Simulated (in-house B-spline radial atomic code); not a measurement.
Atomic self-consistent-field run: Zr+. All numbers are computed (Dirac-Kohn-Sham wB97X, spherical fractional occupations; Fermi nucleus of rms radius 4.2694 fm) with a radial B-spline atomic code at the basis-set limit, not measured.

Command:
```bash
python run_scf.py task.json out
```
Settings (nuclear radius in fm, mass in u):
```
Z                40
configuration    [Kr] 4d2 5s1
hamiltonian      dirac
method           wb97x
spin_polarised   False
nucleus          fermi
rms_radius       4.2694
atomic_mass      89.9047
speed_of_light   137.035999084
```

Output (hartree, bohr):
```
 radial grid: 82 intervals, B-splines of order 8, outer radius 60 bohr

 iter        energy (Eh)    residual
    1       -3596.687685    4.77e-01
    2       -3597.875934    1.60e-01
    3       -3598.787343    2.71e-02
    4       -3598.825729    6.01e-03
    5       -3598.828427    3.41e-03
    6       -3598.828973    1.22e-03
    7       -3598.829037    2.04e-04
    8       -3598.829039    5.76e-05
    9       -3598.829040    8.37e-06
   10       -3598.829040    6.77e-07
   11       -3598.829040    7.21e-08

 total energy                     -3598.82904
 kinetic                            3719.1103
 electron-nucleus                  -8674.3384
 Hartree                            1470.4814
 exact exchange                      -22.7746
 exchange-correlation                -91.3077

 first-order corrections (not in the total)
   Gaunt                             2.2774
   retardation                      -0.2239
   frequency dependence             -0.0127
   self-energy                       1.5276
   Uehling                          -0.1689
   Wichmann-Kroll                    0.0023
   recoil                            0.0156

 orbital      occ     eigenvalue          <r>       <r^2>       <1/r>     <1/r^2>       r_max    small
 1s1/2      2.000      -656.9398    0.0370601  0.00185216     41.2622     3579.35     0.02414  2.12e-02
 2s1/2      2.000       -91.8089     0.162209   0.0310789     9.34678     385.971       0.137  4.31e-03
 2p1/2      2.000       -84.0181     0.138672   0.0236032     9.31346     125.121       0.107  4.31e-03
 2p3/2      4.000       -80.8594      0.14304   0.0249856     8.91167     108.338      0.1106  4.18e-03
 3s1/2      2.000       -15.5884     0.457611    0.240191     3.16422     68.4823      0.4082  1.12e-03
 3p1/2      2.000       -12.6799     0.454438    0.240829     3.05743     21.8105      0.3964  1.07e-03
 3p3/2      4.000       -12.1736     0.464777    0.251704     2.96168     18.9817      0.4055  1.03e-03
 3d3/2      4.000        -7.0537     0.449953    0.244862     2.75635     9.74292      0.3461  9.17e-04
 3d5/2      6.000        -6.9612     0.453475    0.248569     2.73145     9.53772      0.3488  9.07e-04
 4s1/2      2.000        -2.5054      1.21488     1.67329     1.11407     10.8854       1.081  2.32e-04
 4p1/2      2.000        -1.6928      1.34587     2.07787    0.994519     3.15124       1.163  1.91e-04
 4p3/2      4.000        -1.6261      1.37598     2.17229    0.968726     2.76438       1.187  1.84e-04
 4d3/2      0.800        -0.2986      2.21903     6.06468    0.608965    0.730224       1.587  7.90e-05
 4d5/2      1.200        -0.2942      2.24232     6.19346    0.602394    0.711486       1.602  7.75e-05
 5s1/2      1.000        -0.3687      3.52239     14.0076    0.361582     1.20889       3.054  3.11e-05
```

Time taken, with all properties: 6.9 s on 1 thread of Arm Neoverse V1, with other jobs on the host.

For the Dirac Hamiltonian the kinetic term is c α·p + (β - 1)c².

Caution: exact exchange at fractional occupations of open shells leaves self-interaction of up to several eV.
